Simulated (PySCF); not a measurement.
Excitation energy of P by level of theory

P [Ne] 3s2 3p3 (4S) → P [Ne] 3s1 3p3 4s1 (6S), as a difference of total energies. Computed with PySCF 2.14 in aug-cc-pCVTZ-DK (8s7p5d3f, 75 functions), with scalar relativity by spin-free X2C-1e. Correlated levels: nothing frozen. The calculations carry no spin-orbit coupling.

```
                 method  excitation energy (eV)
                    UHF                  10.764
    MP2 (all electrons)                  12.385
SCS-MP2 (all electrons)                  12.829
   CCSD (all electrons)                  12.494
CCSD(T) (all electrons)                  12.598
```

Question: How much does correlation contribute at CCSD(T) (all electrons)?

Answer: 12.598 − (10.764) = 1.834 eV, measured against UHF.

The upper state lies above the first ionisation limit, but in LS coupling its spin forbids autoionisation to the ground ion. A Rydberg-like electron needs more diffuse functions than a valence basis has.

The promoted electron is Rydberg-like, and one or two diffuse shells describe it only roughly, which tends to raise the upper state.
